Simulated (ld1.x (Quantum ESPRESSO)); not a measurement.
## What one change does to a pseudopotential (strontium, RRKJ)

* Element: strontium
* Generator: ld1.x (Quantum ESPRESSO) 7.5
* Type: norm-conserving RRKJ (Kleinman–Bylander form)
* Functional: LDA (PZ)
* Relativity: scalar-relativistic
* Frozen core: [Ar] 3d10 4s2
* Valence charge: 8
* Reference configuration: 4p6 4d0 5s0.5 5p0 (charge +1.5)
* Partial waves: 4p (bound): rc 2.15 bohr; 4d (bound, empty): rc 2.90 bohr; 5s (bound): rc 3.10 bohr
* Local potential: the s channel
* Core correction: none

Change: all radii scaled by about 1.29 (s 4.00, p 2.78, d 3.74 bohr).

Cutoffs: the cutoffs (Ry, on a coarse ladder) from which the occupation-weighted sum of valence levels, in a spherical-Bessel basis at the reference potential, stays within 10 and 1 mRy of its value at 400 Ry; they do not see the model core or the augmentation charge, which bear on the density cutoff. Errors are all-electron minus pseudo energies relative to the spin-unpolarised reference configuration.

Task: How do hardness, ghosts and transferability respond?

Result: The potential gets softer (15 Ry and 30 Ry → 15 Ry and 18 Ry); of the 9 tests that both files solve, the error grows in 0 and shrinks in 5 by more than 15 % and 0.3 meV (median size 11.3 → 10.3 meV); neither file shows a bound ghost. A larger radius leaves more room for a smooth pseudo-wave, so fewer plane waves are needed. That the errors move this way runs against the usual rule that smaller radii transfer better.

| quantity | base | changed |
| --- | --- | --- |
| cutoff, loose | 15 Ry | 15 Ry |
| cutoff, tight | 30 Ry | 18 Ry |
| bound ghosts | none | none |
| error for 4p6 4d0 5s2 5p0, meV [ΔE -11.01 eV] | +21 | +21 |
| error for 4p6 4d0 5s1 5p0, meV [ΔE -4.95 eV] | +3.5 | +2.8 |
| error for 4p6 4d0 5s0 5p0, meV [ΔE 6.23 eV] | +3.5 | +1.1 |
| error for 4p6 4d0 5s1.5 5p0, meV [ΔE -8.60 eV] | +11 | +10 |
| error for 4p6 4d0 5s0 5p1, meV [ΔE -1.91 eV] | -582 | -581 |
| error for 4p6 4d0 5s0 5p2, meV [ΔE -6.09 eV] | -779 | -772 |
| error for 4p5 4d0 5s2 5p0, meV [ΔE 17.37 eV] | -298 | -237 |
| error for 4p6 4d0 5s0.5 5p0 (spin-polarised), meV [ΔE -0.06 eV] | +1.5 | +0.8 |
| error for 4p6 4d0 5s1 5p0 (spin-polarised), meV [ΔE -5.13 eV] | +8.5 | +6.1 |
